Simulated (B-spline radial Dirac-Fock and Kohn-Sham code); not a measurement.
**L-shell conversion coefficients of Eu against transition energy**

Level of theory: a Dirac-Hartree-Slater potential of the neutral atom with a Latter tail (no hole, which puts coefficients of high multipoles low close above an edge), finite nucleus with surface currents; a B-spline atomic structure program. Subshells within 1 keV of threshold and pair formation are left out.

| energy (keV) | E2 | E3 | E5 | M1 | M2 | M5 |
| --- | --- | --- | --- | --- | --- | --- |
| 10.5 | 62400 | 1.58e+07 | 2.38e+10 | 177 | 90900 | 4.19e+11 |
| 17.4 | 4920 | 786000 | 1.78e+09 | 39.1 | 8180 | 9.41e+09 |
| 20 | 2450 | 343000 | 7.29e+08 | 25.8 | 4250 | 3.15e+09 |
| 30.9 | 279 | 25800 | 3.68e+07 | 7.07 | 568 | 1.00e+08 |
| 38.6 | 92.8 | 6880 | 7.45e+06 | 3.66 | 208 | 1.72e+07 |
| 39.6 | 81.9 | 5910 | 6.19e+06 | 3.39 | 185 | 1.41e+07 |
| 40.6 | 72.4 | 5100 | 5.16e+06 | 3.15 | 166 | 1.16e+07 |
| 49 | 28.9 | 1680 | 1.31e+06 | 1.81 | 71.9 | 2.65e+06 |
| 50 | 26.2 | 1490 | 1.13e+06 | 1.70 | 65.8 | 2.27e+06 |
| 51.6 | 22.5 | 1240 | 894000 | 1.55 | 57.3 | 1.77e+06 |
| 71.6 | 4.67 | 181 | 79700 | 0.595 | 13.9 | 143000 |
| 82.8 | 2.36 | 77.8 | 27200 | 0.390 | 7.56 | 47900 |
| 100 | 0.990 | 26.2 | 6760 | 0.226 | 3.47 | 11800 |
| 116 | 0.507 | 11.3 | 2280 | 0.148 | 1.90 | 4010 |
| 170 | 0.0970 | 1.36 | 143 | 0.0500 | 0.426 | 273 |
| 175 | 0.0860 | 1.16 | 117 | 0.0461 | 0.382 | 224 |
| 179 | 0.0783 | 1.03 | 99.3 | 0.0433 | 0.351 | 192 |
| 186 | 0.0669 | 0.837 | 75.7 | 0.0389 | 0.303 | 149 |
| 200 | 0.0498 | 0.569 | 45.4 | 0.0318 | 0.231 | 91.4 |
| 239 | 0.0246 | 0.226 | 13.2 | 0.0195 | 0.121 | 28.5 |
| 258 | 0.0184 | 0.154 | 7.88 | 0.0158 | 0.0917 | 17.5 |
| 422 | 0.00328 | 0.0158 | 0.339 | 0.00427 | 0.0172 | 0.926 |
| 500 | 0.00194 | 0.00789 | 0.127 | 0.00275 | 0.00997 | 0.366 |
| 1000 | 0.000319 | 0.000786 | 0.00446 | 0.000489 | 0.00130 | 0.0133 |
| 1400 | 0.000155 | 0.000328 | 0.00130 | 0.000220 | 0.000531 | 0.00353 |
| 1480 | 0.000138 | 0.000287 | 0.00108 | 0.000193 | 0.000460 | 0.00288 |
| 1650 | 0.000111 | 0.000223 | 0.000767 | 0.000150 | 0.000350 | 0.00196 |
| 1790 | 9.50e-05 | 0.000185 | 0.000599 | 0.000125 | 0.000286 | 0.00148 |
| 2000 | 7.69e-05 | 0.000145 | 0.000435 | 9.68e-05 | 0.000218 | 0.00103 |

Question: How fast do they fall between 1650 and 2000 keV?

Answer: As powers of the energy: E2 E^-1.93, E3 E^-2.23, E5 E^-2.95, M1 E^-2.28, M2 E^-2.47, M5 E^-3.35. Within one type (E or M) the higher multipoles fall faster.

Values without a named source are computed, but for edge energies of neutral atoms, which are taken from tables.
